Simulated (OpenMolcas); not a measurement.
# Which level was it?

[CuCl2]− has 3 atoms, charge -1, and is taken as a singlet. SMILES: `[Cl][Cu-][Cl]`. Geometry: a GFN2-xTB relaxation, a rough one for these elements and not checked as a minimum.

```xyz
3

Cu    0.0025    0.0014    0.0006
Cl   -0.0168   -0.0204    2.0835
Cl    0.0143    0.0190   -2.0841
```

A calculation with OpenMolcas 26.06 gave:

```json
{"total energy": "-2531.9241 Eh", "HOMO energy": "2.57 eV", "LUMO energy": "7.68 eV", "HOMO–LUMO gap": "5.11 eV", "largest force": "0.876 eV/Å"}
```

Problem. Which of these levels gave the numbers?
A. HF/3-21G
B. HF/cc-pVDZ-DK (DKH2)
C. M06-2X/def2-SVPD
D. M06-2X/STO-3G

Solution. D. The others give -2575.1458 Eh (HF/cc-pVDZ-DK (DKH2)), -2560.5606 Eh (M06-2X/def2-SVPD), -2545.5155 Eh (HF/3-21G).
